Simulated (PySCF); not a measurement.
Computed IR spectrum (relative IR intensity) of a molecule C4H10Si. Geometry: PBE-D3(BJ)/def2-SVP. The values are those of a single conformer. All values below come from PBE-D3(BJ)/def2-SVP run with PySCF. Frequencies are harmonic and unscaled.

ν (cm⁻¹): 391 (vw), 482 (w), 644 (w), 692 (w), 743 (m), 855 (m), 871 (vs), 907 (m), 911 (m), 935 (vw), 1213 (w), 1384 (w), 1399 (vw), 1411 (w), 2132 (s), 2154 (s), 2949 (w), 3022 (w), 3038 (w), 3048 (w), 3139 (w) (against the strongest line: vs over 80 %, s over 45 %, m over 15 %, w over 4 %, vw less)

Which molecule gave these data?
A) C=C[SiH](C)C
B) C=C(C)C[SiH3]
C) C=C(C)[SiH2]C
D) C[C@H]1C[C@@H]1[SiH3]

C, C=C(C)[SiH2]C
